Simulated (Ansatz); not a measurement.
Consider the formal hydrolysis of the Sn–C bond: `C[CH2][Sn][CH3]` + H₂O → `[CH3][Sn][OH]` + ethane.

Gas-phase electronic energies from Ansatz, PBE0-D4/def2-TZVP geometries. CCSD(T)/CBS adds triple-zeta CCSD(T) − MP2 to the extrapolated MP2 energy (def2 sets, frozen cores). This one scheme is used for every species. Functionals use def2-TZVPP. B3LYP here is the variant with VWN-RPA as its local correlation; programs differ in this. HSE06 is defined as in plane-wave codes. Elements past krypton have def2 core potentials. For Sn outer-core shells are correlated without core-valence functions, which leaves a few kJ/mol of doubt a bond. Each species was taken in one conformer, which may not be the lowest.

`C[CH2][Sn][CH3]`:

Cartesian coordinates in Å:
```
C 0.297 1.322 0.462
C 1.029 0.080 0.944
Sn 0.821 -1.789 -0.205
C -1.063 -1.243 -1.179
H -0.781 1.156 0.395
H 0.453 2.176 1.129
H 0.633 1.630 -0.533
H 2.103 0.268 1.054
H 0.689 -0.202 1.952
H -0.932 -0.327 -1.764
H -1.823 -1.034 -0.419
H -1.427 -2.035 -1.835
```

H₂O:

Cartesian coordinates in Å:
```
O 0.026 -0.343 -0.183
H -0.181 -0.188 0.741
H 0.155 0.531 -0.558
```

`[CH3][Sn][OH]`:

Cartesian coordinates in Å:
```
C 0.547 -0.342 -0.700
Sn -1.226 -0.970 0.431
O -1.295 0.662 1.559
H 0.340 0.602 -1.214
H 0.855 -1.081 -1.442
H 1.381 -0.172 -0.011
H -0.602 1.302 1.377
```

`CC`:

Z-matrix (Å, degrees):
```
C
C 1 1.519
H 1 1.093 2 111.4
H 1 1.093 2 111.4 3 120.0
H 1 1.093 2 111.4 3 -120.0
H 2 1.093 1 111.4 3 180.0
H 2 1.093 1 111.4 3 -60.0
H 2 1.093 1 111.4 3 60.0
```

```json
{"level": "LDA (SPW92)", "ΔE (kJ/mol)": "-106.8", "difference from CCSD(T)/CBS": "-4.1"}
{"level": "PBE-D4", "ΔE (kJ/mol)": "-109.6", "difference from CCSD(T)/CBS": "-6.9"}
{"level": "revPBE-D4", "ΔE (kJ/mol)": "-106.7", "difference from CCSD(T)/CBS": "-4.0"}
{"level": "r2SCAN-D4", "ΔE (kJ/mol)": "-115.4", "difference from CCSD(T)/CBS": "-12.7"}
{"level": "B97M-V", "ΔE (kJ/mol)": "-122.7", "difference from CCSD(T)/CBS": "-20.0"}
{"level": "PBE0-D4", "ΔE (kJ/mol)": "-103.2", "difference from CCSD(T)/CBS": "-0.5"}
{"level": "B3LYP-D4", "ΔE (kJ/mol)": "-112.6", "difference from CCSD(T)/CBS": "-9.9"}
{"level": "r2SCANh-D4", "ΔE (kJ/mol)": "-112.2", "difference from CCSD(T)/CBS": "-9.5"}
{"level": "r2SCAN0-D4", "ΔE (kJ/mol)": "-107.9", "difference from CCSD(T)/CBS": "-5.2"}
{"level": "HSE06-D4", "ΔE (kJ/mol)": "-103.0", "difference from CCSD(T)/CBS": "-0.3"}
{"level": "BHLYP-D4", "ΔE (kJ/mol)": "-109.1", "difference from CCSD(T)/CBS": "-6.4"}
{"level": "CAM-B3LYP-D4", "ΔE (kJ/mol)": "-116.1", "difference from CCSD(T)/CBS": "-13.4"}
{"level": "ωB97X-V", "ΔE (kJ/mol)": "-112.7", "difference from CCSD(T)/CBS": "-10.0"}
{"level": "ωB97M-V", "ΔE (kJ/mol)": "-108.7", "difference from CCSD(T)/CBS": "-6.0"}
{"level": "B2PLYP", "ΔE (kJ/mol)": "-117.3", "difference from CCSD(T)/CBS": "-14.6"}
{"level": "PBE-QIDH", "ΔE (kJ/mol)": "-103.7", "difference from CCSD(T)/CBS": "-1.0"}
{"level": "PBE", "ΔE (kJ/mol)": "-116.0", "difference from CCSD(T)/CBS": "-13.3"}
{"level": "revPBE", "ΔE (kJ/mol)": "-118.9", "difference from CCSD(T)/CBS": "-16.2"}
{"level": "BLYP", "ΔE (kJ/mol)": "-129.9", "difference from CCSD(T)/CBS": "-27.2"}
{"level": "r2SCAN", "ΔE (kJ/mol)": "-117.2", "difference from CCSD(T)/CBS": "-14.5"}
{"level": "PBE0", "ΔE (kJ/mol)": "-109.0", "difference from CCSD(T)/CBS": "-6.3"}
{"level": "B3LYP", "ΔE (kJ/mol)": "-122.9", "difference from CCSD(T)/CBS": "-20.2"}
{"level": "r2SCANh", "ΔE (kJ/mol)": "-114.2", "difference from CCSD(T)/CBS": "-11.5"}
{"level": "r2SCAN0", "ΔE (kJ/mol)": "-110.1", "difference from CCSD(T)/CBS": "-7.4"}
{"level": "HSE06", "ΔE (kJ/mol)": "-108.5", "difference from CCSD(T)/CBS": "-5.8"}
{"level": "BHLYP", "ΔE (kJ/mol)": "-118.4", "difference from CCSD(T)/CBS": "-15.7"}
{"level": "CAM-B3LYP", "ΔE (kJ/mol)": "-122.2", "difference from CCSD(T)/CBS": "-19.5"}
{"level": "RPA@PBE/def2-TZVPP", "ΔE (kJ/mol)": "-103.0", "difference from CCSD(T)/CBS": "-0.3"}
{"level": "HF/def2-SVP", "ΔE (kJ/mol)": "-110.6", "difference from CCSD(T)/CBS": "-7.9"}
{"level": "MP2/def2-SVP", "ΔE (kJ/mol)": "-107.0", "difference from CCSD(T)/CBS": "-4.3"}
{"level": "CCSD(T)/def2-SVP", "ΔE (kJ/mol)": "-105.7", "difference from CCSD(T)/CBS": "-3.0"}
{"level": "HF/def2-TZVPP", "ΔE (kJ/mol)": "-118.0", "difference from CCSD(T)/CBS": "-15.3"}
{"level": "MP2/def2-TZVPP", "ΔE (kJ/mol)": "-100.6", "difference from CCSD(T)/CBS": "2.1"}
{"level": "CCSD/def2-TZVPP", "ΔE (kJ/mol)": "-101.8", "difference from CCSD(T)/CBS": "0.9"}
{"level": "HF/def2-QZVPP", "ΔE (kJ/mol)": "-119.0", "difference from CCSD(T)/CBS": "-16.3"}
{"level": "MP2/def2-QZVPP", "ΔE (kJ/mol)": "-102.0", "difference from CCSD(T)/CBS": "0.7"}
{"level": "SCS-MP2/def2-QZVPP", "ΔE (kJ/mol)": "-107.5", "difference from CCSD(T)/CBS": "-4.8"}
{"level": "HF/CBS(def2)", "ΔE (kJ/mol)": "-119.2", "difference from CCSD(T)/CBS": "-16.5"}
{"level": "MP2/CBS(def2)", "ΔE (kJ/mol)": "-102.4", "difference from CCSD(T)/CBS": "0.3"}
{"level": "CCSD/CBS(def2)", "ΔE (kJ/mol)": "-103.6", "difference from CCSD(T)/CBS": "-0.9"}
{"level": "CCSD(T)/CBS", "ΔE (kJ/mol)": "-102.7", "difference from CCSD(T)/CBS": "0"}
```

Largest T1 diagnostic among the species: 0.016.

Leaving LDA and LC-ωPBE aside and taking each functional with its dispersion term where it has one, the values spread over 19.7 kJ/mol, from B97M-V to HSE06-D4. LDA lies +9.3 kJ/mol from PBE without D4. At CCSD(T), def2-SVP lies −3.0 kJ/mol from the extrapolated value and def2-TZVPP +1.8 kJ/mol.
